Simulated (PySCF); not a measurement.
Ionisation energy of Ag²³⁺ by level of theory

Ag²³⁺ [Ar] 3d6 (5D) → Ag²⁴⁺ [Ar] 3d5 (6S), as a difference of total energies. Calculation: PySCF 2.14, in an uncontracted even-tempered set (19 s from 2.7 bohr⁻², ratio 2.5; 12 p from 3.5 bohr⁻², ratio 2.5; 8 d from 3.5 bohr⁻², ratio 2.5; 4 f from 15 bohr⁻², ratio 2.7; 3 g from 22 bohr⁻², ratio 2.7); scalar relativity by spin-free X2C-1e. Correlated levels: outer shells: [Ne] frozen; virtual orbitals above 40 to 60 times the deepest correlated orbital energy dropped. The calculations carry no spin-orbit coupling.

```
                method  ionisation energy (eV)
                   UHF                  1146.8
                   LDA                  1149.3
                   PBE                  1149.7
                  PBE0                  1149.5
                r2SCAN                  1149.6
                  MN15                  1148.6
                PBEsol                  1149.2
    MP2 (outer shells)                  1148.2
SCS-MP2 (outer shells)                  1148.4
```

A first-order spin-orbit estimate (lowest level to lowest level, LS coupling) adds 2.823 eV.

Breit and QED terms and the two-electron picture change are absent.

For comparison: 1149 ± 4 eV (theoretical estimate listed by NIST; NIST Atomic Spectra Database, ionization energies).
